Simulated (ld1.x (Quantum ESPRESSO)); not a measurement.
# Plane-wave convergence, ultrasoft potential for carbon (C)

ld1.x (Quantum ESPRESSO) 7.5 input, shortened:

```
&input
   title='C', zed=6., rel=1, dft='PBESOL', iswitch=3,
   config='[He] 2s2 2p0.5'
 /
 &inputp
   pseudotype=3, tm=.true., lloc=-1, rcloc=1.35,
   nlcc=.true., new_core_ps=.true.,
   which_augfun='PSQ', rmatch_augfun_nc=.true.
 /
4
2S  1  0   2.00   0.00  0.75  0.85  0.0
2S  1  0   0.00  -0.55  0.75  0.85  0.0
2P  2  1   0.50   0.00  1.40  1.90  0.0
2P  2  1   0.00   3.15  1.40  1.90  0.0
 &test
   configts(1)='2s2 2p0.5'
 /
```

The pseudo-atom Hamiltonian at the reference potential is diagonalised in spherical Bessel functions j_l(qr) that vanish at 20 bohr, with q² up to the cutoff. All-electron valence levels (Ry): 2s -2.3976, 2p -1.7572.

How do the lowest levels (Ry) of each channel move with the cutoff, and are there ghosts?

```json
{"cutoff (Ry)": "8", "s #1": "-2.1765", "s #2": "-0.5650", "p #1": "-1.2598", "d #1": "-0.3389", "d #2": "-0.1634", "f #1": "-0.1411", "f #2": "-0.0398", "Σ f·Δε (mRy)": "691.0"}
{"cutoff (Ry)": "10", "s #1": "-2.2000", "s #2": "-0.5676", "p #1": "-1.3892", "d #1": "-0.3402", "d #2": "-0.1639", "f #1": "-0.1411", "f #2": "-0.0399", "Σ f·Δε (mRy)": "579.3"}
{"cutoff (Ry)": "15", "s #1": "-2.2658", "s #2": "-0.5773", "p #1": "-1.7310", "d #1": "-0.3413", "d #2": "-0.1644", "f #1": "-0.1411", "f #2": "-0.0399", "Σ f·Δε (mRy)": "276.7"}
{"cutoff (Ry)": "21", "s #1": "-2.3374", "s #2": "-0.5889", "p #1": "-1.7565", "d #1": "-0.3417", "d #2": "-0.1646", "f #1": "-0.1411", "f #2": "-0.0399", "Σ f·Δε (mRy)": "120.8"}
{"cutoff (Ry)": "25", "s #1": "-2.3567", "s #2": "-0.5920", "p #1": "-1.7569", "d #1": "-0.3417", "d #2": "-0.1646", "f #1": "-0.1411", "f #2": "-0.0399", "Σ f·Δε (mRy)": "82.0"}
{"cutoff (Ry)": "30", "s #1": "-2.3762", "s #2": "-0.5950", "p #1": "-1.7570", "d #1": "-0.3417", "d #2": "-0.1646", "f #1": "-0.1411", "f #2": "-0.0399", "Σ f·Δε (mRy)": "42.9"}
{"cutoff (Ry)": "40", "s #1": "-2.3928", "s #2": "-0.5975", "p #1": "-1.7572", "d #1": "-0.3417", "d #2": "-0.1646", "f #1": "-0.1411", "f #2": "-0.0399", "Σ f·Δε (mRy)": "9.6"}
{"cutoff (Ry)": "50", "s #1": "-2.3964", "s #2": "-0.5979", "p #1": "-1.7572", "d #1": "-0.3418", "d #2": "-0.1646", "f #1": "-0.1411", "f #2": "-0.0399", "Σ f·Δε (mRy)": "2.4"}
{"cutoff (Ry)": "55", "s #1": "-2.3969", "s #2": "-0.5980", "p #1": "-1.7572", "d #1": "-0.3418", "d #2": "-0.1646", "f #1": "-0.1411", "f #2": "-0.0399", "Σ f·Δε (mRy)": "1.4"}
{"cutoff (Ry)": "60", "s #1": "-2.3972", "s #2": "-0.5980", "p #1": "-1.7572", "d #1": "-0.3418", "d #2": "-0.1646", "f #1": "-0.1411", "f #2": "-0.0399", "Σ f·Δε (mRy)": "0.8"}
{"cutoff (Ry)": "80", "s #1": "-2.3975", "s #2": "-1.2940", "p #1": "-1.7572", "d #1": "-0.3418", "d #2": "-0.1646", "f #1": "-0.1411", "f #2": "-0.0399", "Σ f·Δε (mRy)": "0.3"}
{"cutoff (Ry)": "400", "s #1": "-2.3976", "s #2": "-2.3268", "p #1": "-1.7572", "d #1": "-0.3418", "d #2": "-0.1646", "f #1": "-0.1411", "f #2": "-0.0399", "Σ f·Δε (mRy)": "0.0"}
```

Result: ghost state, extra bound levels that the all-electron valence spectrum of the same l lacks: s at -31.7 eV (a true bound ghost makes a file unfit for plane-wave use); 10 mRy is reached at 40 Ry and 1 mRy at 60 Ry.

Test run stopped at test 1 of 7 (negative rho).
